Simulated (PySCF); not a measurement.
Compound: C₆H₁₄N₂Si₂.
Geometry (PBE0-D3(BJ)/def2-SVP, Å), atoms numbered from 1 in this order:
```
atom  x, y, z in Å
C1     2.9979    1.2969   -1.3560
Si2    2.6152   -0.3138   -0.4889
N3     1.7372   -0.0660    1.0044
Si4    0.2572   -0.8181    1.5111
C5    -1.2640   -0.0062    0.7456
C6    -2.6692   -0.6439    0.8685
C7    -2.9535   -0.2413   -0.5885
C8    -1.4279   -0.1047   -0.8026
C9    -0.9094    0.9854   -1.6065
N10   -0.4801    1.8741   -2.2134
H11    2.0714    1.8217   -1.6347
H12    3.5810    1.1095   -2.2716
H13    3.5973    1.9576   -0.7093
H14    3.8959   -1.0565   -0.2466
H15    1.7306   -1.1874   -1.3235
H16    2.1355    0.6065    1.6539
H17    0.1580   -0.7369    3.0018
H18    0.2338   -2.2513    1.0747
H19   -1.3039    1.0565    1.0377
H20   -3.3354   -0.2467    1.6469
H21   -2.6148   -1.7388    0.9836
H22   -3.4847   -0.9508   -1.2392
H23   -3.4454    0.7401   -0.6519
H24   -1.0026   -1.0479   -1.1860
```

All values: PBE0/pcSseg-1 (PySCF, non-relativistic), on one gas-phase PBE0-D3(BJ)/def2-SVP geometry that isn't relaxed in the solvent. The solvent is an IEF-PCM continuum (cavity from Bondi-type radii × 1.2). The model holds no explicit solvent molecules, cavitation or dispersion.

```
run  E − E(gas) (kcal/mol)  HOMO (eV)  HOMO–LUMO gap (eV)  dipole (D)
gas                   0.00      -7.25                7.57        3.02
  P                  -6.88      -7.06                7.40        4.07
  Q                  -7.06      -7.06                7.39        4.09
```

Task: The runs were made in acetonitrile and water. Which run belongs to which solvent?

Result: P = acetonitrile, Q = water. The dielectric constants are 35.69 (acetonitrile), 78.36 (water), and the energy falls further as ε rises. In this model the ground state sees the solvent through ε alone.

Task: How constant is the ratio of the lowering to (ε − 1)/(2ε + 1)?

Result: 
```tsv
solvent	(ε − 1)/(2ε + 1)	E − E(gas) (kcal/mol)	ratio (kcal/mol)	polarisation term (kcal/mol)
acetonitrile	0.479	-6.88	-14.3	-8.25
water	0.490	-7.06	-14.4	-8.52
```

The ratio changes by +0.3 % in size from acetonitrile to water. The polarisation term is half the interaction of the solute with the induced surface charges.
